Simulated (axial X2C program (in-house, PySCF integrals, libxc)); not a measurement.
Estimating the spin–orbit splitting of the π levels of HBr

Computed with an axial X2C code built on PySCF integrals. Spin-free means the one-electron spin-free X2C Hamiltonian; two-component (2c) means X2C with spin–orbit coupling and atomic mean-field two-electron Coulomb and Gaunt terms, so the difference of the two also holds small scalar two-electron terms. Basis: Br dyall-cv3z [8s9p6d4f1g], H dyall-v3z [6s2p1d] (cores contracted in-house); Gaussian nuclei, density fitting, unrestricted open shells. Masses: Br 78.918 u, H 1.008 u.

Hartree–Fock at 1.420 Å, closed shell. Valence p splittings ε(p3/2) − ε(p1/2) of spherical Dirac–Hartree–Fock atoms with fractionally filled p shells: Br 4p 0.555 eV.

```json
{"filled π level (eV), spin-free": "-11.80", "H p share": "0.04", "Br p share": "0.95"}
```

(1) In first order a p shell splits by 3ζ/2 and a π orbital by ζ. Estimate the splitting of each π level from the shares.

The two-component Hartree–Fock calculation gives:

| ε(ω = 1/2) (eV) | σ share of it | ε(ω = 3/2) (eV) | splitting (eV) | estimate (eV) |
| --- | --- | --- | --- | --- |
| -11.975 | 0.00 | -11.611 | 0.36 | 0.35 |

The estimate leaves out the mixing of π1/2 with σ1/2 levels, which pushes the ω = 1/2 spinor up or down, the d and f parts of the orbital, small shares of the strongly split outer-core p shell of a metal, the Gaunt term (absent from the atomic values), and the change of the atomic p orbitals with charge; Löwdin shares depend on the basis.

Answers

(1) level -11.80 eV: (2/3) × (0.95 × 0.555) = 0.35 eV.
